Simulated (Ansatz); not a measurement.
One change: `F[Si](Br)(Br)Br` becomes `O[Si](Br)(Br)Br`.

Ansatz, PBE0-D4/def2-TZVP geometries, multiplicity 1. Each molecule was computed in one conformer, which needn't be the lowest.

Scalar relativity is left out up to krypton. Spin–orbit coupling is left out; it splits and shifts lone-pair levels of the heavy atoms by tenths of an eV.

```
                                          property  `F[Si](Br)(Br)Br`
    size of the dipole moment (PBE/def2-TZVPP) / D               0.62
             HOMO–LUMO gap (B3LYP/def2-TZVPP) / eV               7.01
                 HOMO energy (PBE/def2-TZVPP) / eV              -7.48
size of the dipole moment (ωB97M-V/def2-TZVPP) / D               0.62
             LUMO energy (ωB97M-V/def2-TZVPP) / eV               0.74
                HOMO energy (PBE0/def2-TZVPP) / eV              -8.78
```

(1) What does the change do to each property? (Best estimate.)

Answers

(1) Ansatz gave: 
```csv
property,`O[Si](Br)(Br)Br`,shift
size of the dipole moment (PBE/def2-TZVPP) / D,1.45,0.83
HOMO–LUMO gap (B3LYP/def2-TZVPP) / eV,7.02,0.01
HOMO energy (PBE/def2-TZVPP) / eV,-7.23,0.25
size of the dipole moment (ωB97M-V/def2-TZVPP) / D,1.51,0.89
LUMO energy (ωB97M-V/def2-TZVPP) / eV,0.98,0.24
HOMO energy (PBE0/def2-TZVPP) / eV,-8.52,0.26
```

The zero-point energy changes by 29.2 kJ/mol with +3 modes. Dipoles are sizes alone; their direction can turn.

B3LYP here is the variant with VWN-RPA as its local correlation; programs differ in this.

Positive LUMOs are unbound, so they and the gaps depend on the basis.
